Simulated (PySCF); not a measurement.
C₂H₆Cl₂Sn, singlet, at a GFN2-xTB geometry (such geometries of metal compounds can be far from the true shape) (all electrons, no relativity), with bond 10-3 at 1.25 times its length; B3LYP/STO-3G (PySCF).

Here is a job for PySCF.
```python
from pyscf import gto, scf, dft

mol = gto.Mole()
mol.atom = '''
    C     1.802743   -1.518929    0.130225
    Sn   -0.015529   -0.267777   -0.050012
    C    -1.958449   -1.159081   -0.628532
    Cl    0.454020    1.440199   -1.566767
    Cl   -0.322578    0.822633    1.988397
    H     1.647280   -2.258916    0.905649
    H     2.630554   -0.870761    0.394279
    H     1.996078   -2.001301   -0.820028
    H    -2.685552   -0.358407   -0.702241
    H    -2.337615   -2.046130    0.321376
    H    -1.850392   -1.653142   -1.586324
'''
mol.basis = 'sto-3g'
mol.charge = 0
mol.spin = 0
mol.verbose = 4
mol.build()

mf = dft.RKS(mol)
mf.xc = 'b3lyp'
mf.kernel()
mo_i, mo_e, stable_i, stable_e = mf.stability(internal=True, external=True, return_status=True, nroots=6, tol=1e-6)
print('internally stable:', stable_i, ' externally stable:', stable_e)
if not stable_e:
    umf = mf.to_uhf() if not hasattr(mf, 'xc') else mf.to_uks()
    umf.scf_summary = {}
    umf.kernel(umf.make_rdm1(mo_e, umf.mo_occ))
mf.analyze()
```

### Question
What does PySCF print? Leave out banner, timings and long lists.

### Answer

```
PySCF version 2.14.0

[INPUT] verbose = 4
[INPUT] num. atoms = 11
[INPUT] num. electrons = 102
[INPUT] charge = 0
[INPUT] spin (= nelec alpha-beta = 2S) = 0
[INPUT] symmetry False subgroup None
[INPUT] Mole.unit = angstrom
[INPUT] Symbol           X                Y                Z      unit          X                Y                Z       unit  Magmom
[INPUT]  1 C      1.802743000000  -1.518929000000   0.130225000000 AA    3.406690542977  -2.870359812659   0.246089584571 Bohr   0.0
[INPUT]  2 Sn    -0.015529000000  -0.267777000000  -0.050012000000 AA   -0.029345556988  -0.506025192458  -0.094508982942 Bohr   0.0
[INPUT]  3 C     -1.958449000000  -1.159081000000  -0.628532000000 AA   -3.700932238928  -2.190345646187  -1.187753340525 Bohr   0.0
[INPUT]  4 Cl     0.454020000000   1.440199000000  -1.566767000000 AA    0.857973455075   2.721581674872  -2.960760531006 Bohr   0.0
[INPUT]  5 Cl    -0.322578000000   0.822633000000   1.988397000000 AA   -0.609584073810   1.554551071029   3.757525756907 Bohr   0.0
[INPUT]  6 H      1.647280000000  -2.258916000000   0.905649000000 AA    3.112908050474  -4.268732578398   1.711428574986 Bohr   0.0
[INPUT]  7 H      2.630554000000  -0.870761000000   0.394279000000 AA    4.971026615879  -1.645499809952   0.745079326667 Bohr   0.0
[INPUT]  8 H      1.996078000000  -2.001301000000  -0.820028000000 AA    3.772040743270  -3.781910782818  -1.549628334475 Bohr   0.0
[INPUT]  9 H     -2.685552000000  -0.358407000000  -0.702241000000 AA   -5.074957773278  -0.677291071127  -1.327043163441 Bohr   0.0
[INPUT] 10 H     -2.337615000000  -2.046130000000   0.321376000000 AA   -4.417452134675  -3.866625315256   0.607312623008 Bohr   0.0
[INPUT] 11 H     -1.850392000000  -1.653142000000  -1.586324000000 AA   -3.496734103086  -3.123985625016  -2.997717904825 Bohr   0.0

nuclear repulsion = 742.170662049332
number of shells = 33
number of NR pGTOs = 183
number of NR cGTOs = 61
basis = sto-3g
ecp = {}

******** <class 'pyscf.dft.rks.RKS'> ********
method = RKS
initial guess = minao
damping factor = 0
level_shift factor = 0
DIIS = <class 'pyscf.scf.diis.CDIIS'>
diis_start_cycle = 1
diis_space = 8
diis_damp = 0
SCF conv_tol = 1e-09
SCF conv_tol_grad = None
SCF max_cycles = 50
direct_scf = True
direct_scf_tol = 1e-13
XC library pyscf.dft.libxc version 7.1.2
    S. Lehtola, C. Steigemann, M. J. T. Oliveira, and M. A. L. Marques,  SoftwareX 7, 1–5 (2018)
XC functionals = b3lyp
    P. J. Stephens, F. J. Devlin, C. F. Chabalowski, and M. J. Frisch,  J. Phys. Chem. 98, 11623 (1994)
radial grids:
    Treutler-Ahlrichs [JCP 102, 346 (1995); DOI:10.1063/1.469408] (M4) radial grids

becke partition: Becke, JCP 88, 2547 (1988); DOI:10.1063/1.454033
pruning grids: <function nwchem_prune>
grids dens level: 3
symmetrized grids: False
atomic radii adjust function: <function treutler_atomic_radii_adjust>
small_rho_cutoff = 0
Set gradient conv threshold to 3.16228e-05
Initial guess from minao.
tot grids = 146808
init E= -6937.62460524806
cycle= 1 E= -6954.63397367547  delta_E=  -17  |g|= 0.401  |ddm|= 3.86
cycle= 2 E= -6954.69949827382  delta_E= -0.0655  |g|= 0.152  |ddm|= 1.12
cycle= 3 E= -6954.70705834033  delta_E= -0.00756  |g|= 0.074  |ddm|= 0.332
cycle= 4 E= -6954.70903399294  delta_E= -0.00198  |g|= 0.00949  |ddm|= 0.127
cycle= 5 E= -6954.70906806345  delta_E= -3.41e-05  |g|= 0.00276  |ddm|= 0.0215
cycle= 6 E= -6954.70907096033  delta_E= -2.9e-06  |g|= 0.000779  |ddm|= 0.00594
cycle= 7 E= -6954.70907118694  delta_E= -2.27e-07  |g|= 9.81e-05  |ddm|= 0.00146
cycle= 8 E= -6954.70907119214  delta_E= -5.21e-09  |g|= 1.23e-05  |ddm|= 0.000262
cycle= 9 E= -6954.70907119224  delta_E= -9.91e-11  |g|= 8.99e-07  |ddm|= 2.79e-05
Extra cycle  E= -6954.70907119224  delta_E= -1.82e-12  |g|= 4.99e-07  |ddm|= 4.25e-06
converged SCF energy = -6954.70907119224
rhf_internal: lowest eigs of H = [1.1497691  1.16300019 1.16595952 1.1804983  1.23169813 1.28079585]
<class 'pyscf.dft.rks.RKS'> wavefunction is stable in the internal stability analysis
rhf_real2complex: lowest eigs of H = [0.26209111 0.27145725 0.27198655 0.27267632 0.30137935 0.31037728]
<class 'pyscf.dft.rks.RKS'> wavefunction is stable in the real -> complex stability analysis
rhf_external: lowest eigs of H = [0.22221028 0.24642298 0.25014911 0.25387391 0.26767042 0.27382557]
<class 'pyscf.dft.rks.RKS'> wavefunction is stable in the RHF/RKS -> UHF/UKS stability analysis
internally stable: True  externally stable: True
**** SCF Summaries ****
Total Energy =                       -6954.709071192244664
Nuclear Repulsion Energy =             742.170662049332236
One-electron Energy =               -11091.563217559945770
Two-electron Energy =                 3394.683484318368755
Two-electron Coulomb Energy =         3625.801853263500107
DFT Exchange-Correlation Energy =     -231.118368945131294
**** MO energy ****
MO #1   energy= -1019.44223906727  occ= 2
MO #2   energy= -149.222916384494  occ= 2
MO #3   energy= -141.904051757213  occ= 2
MO #4   energy= -141.903870128748  occ= 2
MO #5   energy= -141.903483781928  occ= 2
MO #6   energy= -100.379656254652  occ= 2
MO #7   energy= -100.378908645105  occ= 2
MO #8   energy= -27.6479998438733  occ= 2
MO #9   energy= -24.9726983191454  occ= 2
MO #10  energy= -24.9718897022037  occ= 2
MO #11  energy= -24.9702139072332  occ= 2
MO #12  energy= -17.0653205945688  occ= 2
MO #13  energy= -17.065309805377   occ= 2
MO #14  energy= -17.0639989934201  occ= 2
MO #15  energy= -17.0634949979511  occ= 2
MO #16  energy= -17.0632222853165  occ= 2
MO #17  energy= -10.0066736616669  occ= 2
MO #18  energy= -9.99994602004917  occ= 2
MO #19  energy= -9.18925418853433  occ= 2
MO #20  energy= -9.18840005440178  occ= 2
MO #21  energy= -6.96609471543499  occ= 2
MO #22  energy= -6.96524345002463  occ= 2
MO #23  energy= -6.95438860716086  occ= 2
MO #24  energy= -6.95407782568268  occ= 2
MO #25  energy= -6.95360232368474  occ= 2
MO #26  energy= -6.95329025218421  occ= 2
MO #27  energy= -4.13786953563802  occ= 2
MO #28  energy= -3.03101024079771  occ= 2
MO #29  energy= -3.02770032703415  occ= 2
MO #30  energy= -3.02180325810603  occ= 2
MO #31  energy= -0.740507371671462 occ= 2
MO #32  energy= -0.736438301118749 occ= 2
MO #33  energy= -0.683509610714473 occ= 2
MO #34  energy= -0.667174525644711 occ= 2
MO #35  energy= -0.62052398304417  occ= 2
MO #36  energy= -0.617751381570697 occ= 2
MO #37  energy= -0.611753753456569 occ= 2
MO #38  energy= -0.611350238946321 occ= 2
MO #39  energy= -0.60653574473144  occ= 2
MO #40  energy= -0.39716355720384  occ= 2
MO #41  energy= -0.394904170392724 occ= 2
MO #42  energy= -0.392210978122753 occ= 2
MO #43  energy= -0.389847954470967 occ= 2
MO #44  energy= -0.347350791416069 occ= 2
MO #45  energy= -0.295491776404583 occ= 2
MO #46  energy= -0.28804887821448  occ= 2
MO #47  energy= -0.283622980502224 occ= 2
MO #48  energy= -0.233735820400829 occ= 2
MO #49  energy= -0.231741031830094 occ= 2
MO #50  energy= -0.230902604095372 occ= 2
MO #51  energy= -0.218945035993997 occ= 2
MO #52  energy= 0.0924590404647745 occ= 0
MO #53  energy= 0.12492358028164   occ= 0
MO #54  energy= 0.155706262560705  occ= 0
MO #55  energy= 0.224351867629065  occ= 0
MO #56  energy= 0.258129160015233  occ= 0
MO #57  energy= 0.44948063661078   occ= 0
MO #58  energy= 0.450077824619098  occ= 0
MO #59  energy= 0.454404860777767  occ= 0
 ** Mulliken pop on meta-lowdin orthogonal AOs  **
 ** Mulliken pop  **
 ** Mulliken atomic charges  **
charge of    0C =     -0.27192
charge of    1Sn =      0.85836
charge of    2C =     -0.23556
charge of    3Cl =     -0.32285
charge of    4Cl =     -0.32281
charge of    5H =      0.05341
charge of    6H =      0.05706
charge of    7H =      0.05299
charge of    8H =      0.05366
charge of    9H =      0.02811
charge of   10H =      0.04955
Dipole moment(X, Y, Z, Debye): -0.22850, -3.87270, -0.78847
```
